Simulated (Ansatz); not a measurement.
Ideal-gas functions of CH3O2Sb, SMILES `[OH][Sb]1[CH2][O]1` at 400 K and 1 bar, from an Ansatz frequency run at PBE0-D4/def2-TZVP.

Molar mass 168.79 g/mol, point group C1 (symmetry number 1), electronic degeneracy 1, moments of inertia 68.251, 126.571, 162.282 u Å². Harmonic wavenumbers (cm⁻¹, unscaled): 156, 206, 248, 482, 573, 622, 719, 859, 1017, 1112, 1152, 1486, 3052, 3139, 3873.

Use S(trans) = R[1.5 ln M + 2.5 ln T − 1.1517]; rotational temperatures θ = 24.2544 K / I; S(rot) = R[ln(√π/σ · √(T³/θAθBθC)) + 1.5]; for each mode x = 1.438777 ν̃/T, S = R[x/(eˣ − 1) − ln(1 − e⁻ˣ)] and H = RT x/(eˣ − 1); 1 cm⁻¹ = 0.0119627 kJ/mol; R = 8.31446 J/(mol·K).

Question: By hand: the entropy, in J/(mol·K).

Answer: Translation 178.9. Rotation: θ = 0.3554, 0.1916, 0.1495 K, giving 111.0. Vibration, mode by mode: 13.23, 10.99, 9.53, 4.71, 3.63, 3.16, 2.40, 1.61, 1.02, 0.77, 0.69, 0.25, 0.00, 0.00, 0.00, in all 52.0. Electronic 0.0. Sum 341.9 J/(mol·K).

Question: By hand: H − E and G − E in kJ/mol, counted from the electronic energy.

Answer: Zero-point energy ½ × 18696 × 0.0119627 = 111.8; thermal vibration 12.0; translation, rotation and pV give 4 RT = 13.3. H − E = 137.1 kJ/mol, and G − E = 137.1 − 400 × 341.9/1000 = 0.3 kJ/mol.

Vibration gives 15 % of the entropy. The sum counts one conformer and one mirror image; others add a mixing term.
